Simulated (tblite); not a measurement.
C3H4BF3NO (charge -1).
SMILES with atom numbers: `[N:1]#[C:2][B@H-:3]([OH:4])[CH2:5][C:6]([F:7])([F:8])[F:9]` (hydrogens: H10 on B3; H11 on O4; H12, H13 on C5)
Bond orders are those of one Lewis drawing.

Computed with GFN2-xTB (tblite), gas phase: nudged elastic band of 9 images (0 to 8), spring 0.2 eV/Å², climbing image at the end, force threshold 0.05 eV/Å. No saddle search or frequency run followed, so the top image need not be a first-order saddle, and its height can exceed the method's true barrier by a kcal/mol or more.

Path: rotation about C5–C6 (sp3 carbon bound to boron, CF3 carbon), followed by the dihedral B3–C5–C6–F7, from -179° to -62°. Start geometry (image 0):
```
atom  x, y, z in Å
N1      1.468    2.210    1.369
C2      1.193    1.146    1.017
B3      0.927   -0.312    0.492
O4      2.167   -0.869   -0.117
C5     -0.281   -0.207   -0.702
C6     -1.650   -0.095   -0.150
F7     -2.636   -0.035   -1.125
F8     -2.041   -1.134    0.616
F9     -1.878    1.009    0.588
H10     0.580   -1.038    1.383
H11     2.524   -0.223   -0.726
H12    -0.250   -1.110   -1.312
H13    -0.126    0.657   -1.353
```

The first guess turns that dihedral rigidly in even steps and adds one set of random displacements (0.04 Å standard deviation a coordinate) to every inner image. Energies of the images above image 0 (eV) in the early part of the optimisation:

```
iteration      1      2      3      4      5      6      7      8
        0  0.468  0.512  0.555  0.576  0.572  0.551  0.526  0.000
       10  0.109  0.153  0.192  0.203  0.185  0.152  0.121  0.000
       20  0.077  0.121  0.158  0.167  0.146  0.109  0.076  0.000
       30  0.034  0.077  0.113  0.121  0.099  0.061  0.025  0.000
       40  0.029  0.071  0.105  0.113  0.092  0.053  0.017  0.000
```

Q: Where does the band end, and how far was the first guess from it?

A: Final energies, images 1 to 8: 0.021, 0.057, 0.089, 0.100, 0.082, 0.046, 0.012, 0.000 eV. The highest point drops from 0.58 eV (image 4) to 0.100 eV (image 4), by 0.48 eV. Image 4 moved by 0.07 Å rms, its dihedral from -120° to -120°. The end images are fixed. The true force on the top image ends at 0.040 eV/Å, and the largest on any image at 0.06 eV/Å; away from the top, the method drives only the force across the path to zero. The last saved iteration is 70.

What follows is the cost of the whole band run. Hardware: an Arm Neoverse V1 with one thread, shared host with 32 logical CPUs at a one-minute load of 13. Cost: 3.3 s, 0.18 GiB resident at most.
